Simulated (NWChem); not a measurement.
System: C₃H₅ClSi; SMILES [SiH3]C=C=CCl

Input file for NWChem:

```
start job
memory heap 200 mb stack 900 mb global 1100 mb
geometry units angstroms noautoz
  Si     0.413006     2.505527    -0.085664
  C     -0.718581     1.132305     0.521249
  C     -0.686849    -0.078929     0.025420
  C     -0.635626    -1.274777    -0.505681
  Cl     0.396281    -2.533451     0.094852
  H      1.288941     1.977597    -1.169791
  H      1.246292     3.010973     1.047356
  H     -0.408095     3.643120    -0.602014
  H     -1.435170     1.347240     1.328160
  H     -1.247039    -1.564175    -1.364676
end
basis spherical
  * library 6-31g*
end
dft
  xc b3lyp
  iterations 150
  mulliken
end
task dft energy
```

Output (shortened):

```
             Northwest Computational Chemistry Package (NWChem) 7.3.0
             --------------------------------------------------------

 C1  symmetry detected

                             Geometry "geometry" -> ""
                             -------------------------

 Output coordinates in angstroms (scale by  1.889725989 to convert to a.u.)

  No.       Tag          Charge          X              Y              Z
 ---- ---------------- ---------- -------------- -------------- --------------
    1 Si                  14.0000     0.42507200     2.52103648    -0.08690970
    2 C                    6.0000    -0.72824046     1.15363937     0.49159416
    3 C                    6.0000    -0.68225132    -0.06097381     0.00523939
    4 C                    6.0000    -0.61559320    -1.26046936    -0.51582838
    5 Cl                  17.0000     0.39381568    -2.51657166     0.12684798
    6 H                    1.0000     1.33535632     1.98447124    -1.13799664
    7 H                    1.0000     1.22142829     3.03291595     1.06953814
    8 H                    1.0000    -0.37662631     3.65631888    -0.63768705
    9 H                    1.0000    -1.47066381     1.37510164     1.27298026
   10 H                    1.0000    -1.19885921    -1.55477728    -1.39254559

 Effective nuclear repulsion energy (a.u.)     227.8972760545

                                 NWChem DFT Module
                                 -----------------

 Summary of "ao basis" -> "ao basis" (spherical)
 ------------------------------------------------------------------------------
       Tag                 Description            Shells   Functions and Types
 ---------------- ------------------------------  ------  ---------------------
 Si                          6-31g*                  8       18   4s3p1d
 C                           6-31g*                  6       14   3s2p1d
 Cl                          6-31g*                  8       18   4s3p1d
 H                           6-31g*                  2        2   2s

            General Information
            -------------------
          SCF calculation type: DFT
          Wavefunction type:  closed shell.
          No. of atoms     :    10
          No. of electrons :    54
           Alpha electrons :    27
            Beta electrons :    27
          Charge           :     0
          Spin multiplicity:     1
          Use of symmetry is: off; symmetry adaption is: off
          Maximum number of iterations: 150
          AO basis - number of functions:    88
                     number of shells:    44
          Convergence on energy requested:  1.00D-06
          Convergence on density requested:  1.00D-05
          Convergence on gradient requested:  5.00D-04

              XC Information
              --------------
                         B3LYP Method XC Potential
                     Hartree-Fock (Exact) Exchange  0.200
                        Slater Exchange Functional  0.800 local
                    Becke 1988 Exchange Functional  0.720 non-local
              Lee-Yang-Parr Correlation Functional  0.810
                  VWN I RPA Correlation Functional  0.190 local

             Grid Information
             ----------------
          Grid used for XC integration:  medium
          Radial quadrature: Mura-Knowles
          Angular quadrature: Lebedev.
          Tag              B.-S. Rad. Rad. Pts. Rad. Cut. Ang. Pts.
          ---              ---------- --------- --------- ---------
          Si                  1.10       88          12.0       590
          C                   0.70       49          12.0       434
          Cl                  1.00       88          13.0       590
          H                   0.35       45          14.0       434
          Grid pruning is: on
          Number of quadrature shells:   548
          Spatial weights used:  Erf1

      Superposition of Atomic Density Guess
      -------------------------------------

 Sum of atomic energies:        -863.73981538

      Non-variational initial energy
      ------------------------------

 Total energy =    -865.983535
 1-e energy   =   -1642.886416
 2-e energy   =     549.005605
 HOMO         =      -0.244303
 LUMO         =      -0.015404

     ---------------------------------------------
      Total Density - Mulliken Population Analysis
     ---------------------------------------------

    Atom       Charge   Shell Charges
 -----------   ------   -------------------------------------------------------
    1 Si  14    13.58   2.00  2.00  5.97  0.98  1.69  0.30  0.51  0.12
    2 C    6     6.58   2.00  0.73  1.96  0.64  1.23  0.03
    3 C    6     5.76   2.00  0.75  1.82  0.48  0.68  0.03
    4 C    6     6.29   2.00  0.69  1.77  0.62  1.17  0.04
    5 Cl  17    17.12   2.00  2.00  5.98  1.38  3.61  0.53  1.60  0.02
    6 H    1     1.06   0.47  0.59
    7 H    1     1.06   0.47  0.59
    8 H    1     1.06   0.47  0.59
    9 H    1     0.74   0.45  0.30
   10 H    1     0.74   0.45  0.29

   convergence    iter        energy       DeltaE   RMS-Dens  Diis-err
 ---------------- ----- ----------------- --------- --------- ---------
 d= 0,ls=0.0,diis     1   -866.8845568480 -1.09D+03  1.35D-02  4.60D-01
 d= 0,ls=0.0,diis     2   -866.8995020686 -1.49D-02  8.82D-03  3.25D-01
 d= 0,ls=0.0,diis     3   -866.9288272717 -2.93D-02  3.19D-03  9.57D-02
 d= 0,ls=0.0,diis     4   -866.9406134827 -1.18D-02  9.71D-04  8.97D-03
 d= 0,ls=0.0,diis     5   -866.9420117669 -1.40D-03  1.82D-04  3.11D-04
  Resetting Diis
 d= 0,ls=0.0,diis     6   -866.9420502215 -3.85D-05  7.84D-05  3.22D-05
 d= 0,ls=0.0,diis     7   -866.9420534750 -3.25D-06  7.89D-05  8.62D-06
 d= 0,ls=0.0,diis     8   -866.9420506902  2.78D-06  4.82D-05  2.97D-05
 d= 0,ls=0.0,diis     9   -866.9420546586 -3.97D-06  3.42D-06  8.85D-08
 d= 0,ls=0.0,diis    10   -866.9420546703 -1.17D-08  8.94D-07  6.95D-09

[...]
```

Level: B3LYP/6-31G* (spherical d). Geometry: optimised at PBE0/def2-SVP.
